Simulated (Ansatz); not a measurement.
Start from `CBCBC` and change one atom or group to get `CBCCO`.

Ansatz, PBE0-D4/def2-TZVP geometries, multiplicity 1. Each molecule was computed in one conformer, which needn't be the lowest.

```
                                      property  `CBCBC`
         HOMO–LUMO gap (B3LYP/def2-TZVPP) / eV     6.59
            HOMO energy (PBE0/def2-TZVPP) / eV    -8.41
             HOMO energy (PBE/def2-TZVPP) / eV    -7.07
             LUMO energy (PBE/def2-TZVPP) / eV    -2.40
            LUMO energy (PBE0/def2-TZVPP) / eV    -1.43
size of the dipole moment (PBE/def2-TZVPP) / D     0.34
```

(1) What does the change do to each property? (Estimate.)

Results:

(1) Computed: 
| property | `CBCCO` | shift |
| --- | --- | --- |
| HOMO–LUMO gap (B3LYP/def2-TZVPP) / eV | 6.40 | -0.19 |
| HOMO energy (PBE0/def2-TZVPP) / eV | -7.66 | 0.75 |
| HOMO energy (PBE/def2-TZVPP) / eV | -6.03 | 1.04 |
| LUMO energy (PBE/def2-TZVPP) / eV | -1.82 | 0.58 |
| LUMO energy (PBE0/def2-TZVPP) / eV | -0.80 | 0.63 |
| size of the dipole moment (PBE/def2-TZVPP) / D | 1.28 | 0.94 |

With PBE0 the HOMO rises by 0.75 eV and the LUMO rises by 0.63 eV, so the gap narrows by about 0.12 eV. PBE moves the HOMO by 1.04 eV and ωB97M-V by 0.63 eV. The zero-point energy changes by -15.2 kJ/mol with -3 modes. Dipoles are sizes alone; their direction can turn.

Positive LUMOs are unbound, so they and the gaps depend on the basis.

B3LYP here is the variant with VWN-RPA as its local correlation; programs differ in this.
